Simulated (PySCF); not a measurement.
**How methods differ on the ionisation energy of La⁵⁵⁺**

La⁵⁵⁺ 1s2 → La⁵⁶⁺ 1s1 [1s1/2^1, M_J = 1/2], as a difference of total energies. Calculation: PySCF 2.14, in an uncontracted even-tempered set (15 s from 140 bohr⁻², ratio 2.4; 11 p from 190 bohr⁻², ratio 2.4; 3 d from 580 bohr⁻², ratio 2.6; 3 f from 870 bohr⁻², ratio 2.6); the two-component X2C-1e Hamiltonian. Correlated levels: nothing frozen; the 30 highest virtual spinors dropped. "Screened" scales the spin-orbit matrix elements by Boettger's factors to mimic the two-electron term; Breit and QED terms are absent.

| method | ionisation energy (eV) | difference from reference (eV) |
| --- | --- | --- |
| GHF (screened spin-orbit) | 45228.5 | +83.5 |
| GMP2 (screened spin-orbit) | 45230.2 | +85.2 |
| GHF (bare spin-orbit) | 45228.5 | +83.5 |
| GMP2 (bare spin-orbit) | 45230.2 | +85.2 |

Reference: 45145.0 eV (theoretical estimate listed by NIST; NIST Atomic Spectra Database, ionization energies).

For this ion Breit and QED terms and the two-electron picture change, all absent here, outweigh the correlation shift from GHF to GMP2.
